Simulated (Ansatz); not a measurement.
C3H6S2Si, SMILES `C#CSS[SiH2]C`, relaxed with RKS PBE-D4/def2-SVP in Ansatz 0.2.0 from a rough embedded geometry. The force threshold is 0.03 eV/Å; the program also tests the step.

The species carries charge 0 and has multiplicity 1.

Start:

```xyz
12

C    -2.921    0.345   -2.177
C    -1.769    0.792   -2.198
S    -0.158    1.359   -2.266
S     0.248    1.549   -0.227
Si    0.917   -0.369    0.231
C     1.372   -0.396    2.042
H    -3.912    0.046   -2.110
H     2.096   -0.739   -0.575
H    -0.221   -1.339    0.008
H     1.695   -1.399    2.333
H     2.147    0.317    2.253
H     0.504   -0.166    2.687
```

Problem. How much energy does the relaxation release, and in how many steps? (Estimate.)

Solution. Ansatz gave: 5.10 kcal/mol, in 5 steps.

Problem. Which bonds change most? (Estimate.)

Solution. Computed: S4–Si5 from 2.082 to 2.185 Å; S3–S4 from 2.088 to 2.142 Å; C1–H7 from 1.037 to 1.081 Å; C6–H11 from 1.074 to 1.108 Å.

Problem. Give the relaxed structure. (Best estimate.)

Solution. Ansatz gave: 
```xyz
12

C    -2.967    0.369   -2.215
C    -1.807    0.778   -2.181
S    -0.213    1.317   -2.252
S     0.298    1.652   -0.199
Si    0.930   -0.389    0.257
C     1.392   -0.408    2.085
H    -3.992    0.025   -2.238
H     2.103   -0.760   -0.608
H    -0.212   -1.321   -0.037
H     1.720   -1.428    2.375
H     2.223    0.295    2.295
H     0.525   -0.130    2.717
```
